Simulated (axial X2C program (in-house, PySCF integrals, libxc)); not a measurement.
## PrH: the levels of the configuration f3 s1 d(πδ)0

Calculated with an in-house all-electron X2C program for linear molecules (integrals from PySCF): two-component X2C with atomic mean-field Coulomb and Gaunt terms, basis Pr dyall-v4z, H dyall-v4z (cores contracted in-house). Orbitals come from Hartree–Fock averaged over the configuration Pr f3 s1 d(πδ)0; CI then distributes these electrons over the f, s, d(πδ) shells of Pr.

R = 2.226 Å (near the minimum of the configuration average).

Active spinors (ω > 0):

```json
{"shell": "f", "ω": "5/2", "ε (eV)": "9.24", "character": "100% Pr f"}
{"shell": "f", "ω": "1/2", "ε (eV)": "9.26", "character": "98% Pr f"}
{"shell": "f", "ω": "3/2", "ε (eV)": "9.31", "character": "99% Pr f"}
{"shell": "f", "ω": "7/2", "ε (eV)": "9.43", "character": "100% Pr f"}
{"shell": "f", "ω": "1/2", "ε (eV)": "9.44", "character": "98% Pr f"}
{"shell": "f", "ω": "3/2", "ε (eV)": "9.47", "character": "99% Pr f"}
{"shell": "f", "ω": "5/2", "ε (eV)": "9.48", "character": "99% Pr f"}
{"shell": "s", "ω": "1/2", "ε (eV)": "-2.12", "character": "70% Pr s, 21% Pr p, 7% Pr d"}
{"shell": "d(πδ)", "ω": "3/2", "ε (eV)": "2.08", "character": "61% Pr d, 34% Pr p"}
{"shell": "d(πδ)", "ω": "1/2", "ε (eV)": "2.10", "character": "62% Pr d, 32% Pr p"}
{"shell": "d(πδ)", "ω": "3/2", "ε (eV)": "2.13", "character": "98% Pr d"}
{"shell": "d(πδ)", "ω": "5/2", "ε (eV)": "2.16", "character": "99% Pr d"}
```

Lowest levels of this model:

```json
{"Ω": "4", "energy (cm⁻¹)": "0", "g∥": "4.58", "μ (D)": "-3.00", "configuration": "100% f3 s1"}
{"Ω": "3", "energy (cm⁻¹)": "162", "g∥": "3.27", "μ (D)": "-2.93", "configuration": "100% f3 s1"}
{"Ω": "2", "energy (cm⁻¹)": "280", "g∥": "2.02", "μ (D)": "-2.95", "configuration": "100% f3 s1"}
{"Ω": "1", "energy (cm⁻¹)": "365", "g∥": "0.90", "μ (D)": "-2.93", "configuration": "100% f3 s1"}
{"Ω": "0", "energy (cm⁻¹)": "399", "g∥": "0.00", "μ (D)": "-2.91", "configuration": "100% f3 s1"}
{"Ω": "5", "energy (cm⁻¹)": "497", "g∥": "8.67", "μ (D)": "-3.01", "configuration": "100% f3 s1"}
{"Ω": "4", "energy (cm⁻¹)": "659", "g∥": "7.05", "μ (D)": "-2.95", "configuration": "100% f3 s1"}
{"Ω": "3", "energy (cm⁻¹)": "772", "g∥": "5.35", "μ (D)": "-2.94", "configuration": "100% f3 s1"}
{"Ω": "2", "energy (cm⁻¹)": "851", "g∥": "3.65", "μ (D)": "-2.93", "configuration": "100% f3 s1"}
{"Ω": "1", "energy (cm⁻¹)": "896", "g∥": "1.90", "μ (D)": "-2.93", "configuration": "100% f3 s1"}
{"Ω": "0", "energy (cm⁻¹)": "909", "g∥": "0.00", "μ (D)": "-2.93", "configuration": "100% f3 s1"}
{"Ω": "6", "energy (cm⁻¹)": "1555", "g∥": "12.64", "μ (D)": "-3.00", "configuration": "100% f3 s1"}
{"Ω": "5", "energy (cm⁻¹)": "1683", "g∥": "10.53", "μ (D)": "-2.95", "configuration": "100% f3 s1"}
{"Ω": "4", "energy (cm⁻¹)": "1785", "g∥": "8.46", "μ (D)": "-2.93", "configuration": "100% f3 s1"}
{"Ω": "5", "energy (cm⁻¹)": "1832", "g∥": "8.55", "μ (D)": "-3.02", "configuration": "100% f3 s1"}
{"Ω": "3", "energy (cm⁻¹)": "1863", "g∥": "6.34", "μ (D)": "-2.91", "configuration": "100% f3 s1"}
{"Ω": "2", "energy (cm⁻¹)": "1919", "g∥": "4.24", "μ (D)": "-2.91", "configuration": "100% f3 s1"}
{"Ω": "1", "energy (cm⁻¹)": "1951", "g∥": "2.13", "μ (D)": "-2.90", "configuration": "100% f3 s1"}
{"Ω": "0", "energy (cm⁻¹)": "1961", "g∥": "0.00", "μ (D)": "-2.90", "configuration": "100% f3 s1"}
{"Ω": "4", "energy (cm⁻¹)": "2044", "g∥": "6.85", "μ (D)": "-2.94", "configuration": "100% f3 s1"}
{"Ω": "3", "energy (cm⁻¹)": "2171", "g∥": "5.16", "μ (D)": "-2.95", "configuration": "100% f3 s1"}
{"Ω": "2", "energy (cm⁻¹)": "2253", "g∥": "3.44", "μ (D)": "-2.96", "configuration": "100% f3 s1"}
{"Ω": "1", "energy (cm⁻¹)": "2306", "g∥": "1.72", "μ (D)": "-2.93", "configuration": "100% f3 s1"}
{"Ω": "0", "energy (cm⁻¹)": "2325", "g∥": "0.00", "μ (D)": "-2.92", "configuration": "100% f3 s1"}
{"Ω": "7", "energy (cm⁻¹)": "2793", "g∥": "16.39", "μ (D)": "-2.99", "configuration": "100% f3 s1"}
{"Ω": "6", "energy (cm⁻¹)": "2911", "g∥": "14.13", "μ (D)": "-2.93", "configuration": "100% f3 s1"}
{"Ω": "5", "energy (cm⁻¹)": "3005", "g∥": "11.81", "μ (D)": "-2.91", "configuration": "100% f3 s1"}
{"Ω": "0", "energy (cm⁻¹)": "3228", "g∥": "0.00", "μ (D)": "-2.87", "configuration": "100% f3 s1"}
{"Ω": "6", "energy (cm⁻¹)": "3444", "g∥": "12.34", "μ (D)": "-3.03", "configuration": "100% f3 s1"}
{"Ω": "0", "energy (cm⁻¹)": "3979", "g∥": "0.00", "μ (D)": "-2.90", "configuration": "100% f3 s1"}
```

g∥ is the magnitude of 2⟨Lz + ge Sz⟩ for the +Ω component. μ is positive if the H end is positive.

**Question.** From Ω and g∥ of the lowest level, whose 2⟨Lz + ge Sz⟩ is positive, find ⟨Sz⟩ and ⟨Lz⟩ (ge = 2.0023).

**Answer.** Ω = ⟨Lz⟩ + ⟨Sz⟩ = 4 and ⟨Lz⟩ + ge⟨Sz⟩ = 2.290, so ⟨Sz⟩ = -1.71 and ⟨Lz⟩ = 5.71.

Occupations of the active spinors in the lowest level by ω, shell by shell in order of energy: -7/2: 0.00; -5/2: 0.00 0.00 0.00; -3/2: 0.01 0.00 0.00 0.00; -1/2: 0.13 0.01 0.94 0.00; 1/2: 0.56 0.30 0.06 0.00; 3/2: 0.77 0.17 0.00 0.00; 5/2: 0.90 0.09 0.00; 7/2: 0.05. The leading determinant has weight 0.44 among 657.

This point took 2.1 s on 1 thread of Arm Neoverse V2, with other jobs on the host.

There is no dynamic correlation: spin–orbit spacings and, for f shells, spacings inside one term are the most reliable numbers, splittings between terms come out too wide, and energies between configurations are not reliable, so the lowest level need not be the ground state of the molecule. At most 4 roots were kept for each Ω > 0 (twice that for Ω = 0) within 2.2 eV of the lowest, so higher up levels can be missing between those listed; levels with Ω > 0 are doubly degenerate and listed once, Ω = 0 levels singly. States that fill the shells left empty in the average are placed too high.
